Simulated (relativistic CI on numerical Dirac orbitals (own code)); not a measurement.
**As22+: sensitivity of the levels to the model**

Base calculation: Dirac-Coulomb-Breit CI, separate exchange-only KLI orbitals for each configuration, model QED, unscaled Slater integrals.

Configuration list (outside the closed core [Ne]): 3s, 3p, 3d, 4s, 4p, 4d, 4f, 5s, 5p, 5d, 5f, 5g, 6s, 6p, 6d, 7s, 7p. Levels of other configurations are missing.

Variants: (1) valence Slater integrals scaled by 0.9; (2) one mean potential for all configurations; (3) non-relativistic limit. Shifts of the energy above 3s ²S1/2, in eV, for the lowest level and the first level of each name with at least 55 % of one term (blank where a level changes its place among those of its configuration and J or its character, or is not in the variant):

| Level | Base | Δ(1) | Δ(2) | Δ(3) |
| --- | --- | --- | --- | --- |
| 3s ²S1/2 | 0.000 | 0.000 | 0.000 | 0.000 |
| 3p ²P°1/2 | 49.738 | 0.000 | +0.019 | -1.638 |
| 3p ²P°3/2 | 58.229 | 0.000 | +0.019 | -10.129 |
| 3d ²D3/2 | 124.913 | 0.000 | +0.009 | -10.554 |
| 3d ²D5/2 | 126.403 | 0.000 | +0.008 | -12.044 |
| 4s ²S1/2 | 444.091 | 0.000 | +0.030 | -6.955 |
| 4p ²P°1/2 | 464.237 | 0.000 | +0.029 | -7.550 |
| 4p ²P°3/2 | 467.608 | 0.000 | +0.033 | -10.922 |
| 4d ²D3/2 | 492.400 | 0.000 | +0.029 | -11.060 |
| 4d ²D5/2 | 493.066 | 0.000 | +0.031 | -11.726 |
| 4f ²F°5/2 | 504.840 | 0.000 | +0.049 | -11.524 |
| 4f ²F°7/2 | 505.101 | 0.000 | +0.050 | -11.785 |
| 5s ²S1/2 | 637.225 | 0.000 | +0.054 | -9.407 |
| 5p ²P°1/2 | 647.263 | 0.000 | +0.056 | -9.679 |

At this charge energies of transitions that change n are usually good to better than 1 %, and those within a shell (Δn = 0) to a few per cent.

Ionisation energy from the two ground configurations alone: base 956.021 eV. The NIST ASD value (semi-empirical) is 956.79 eV.
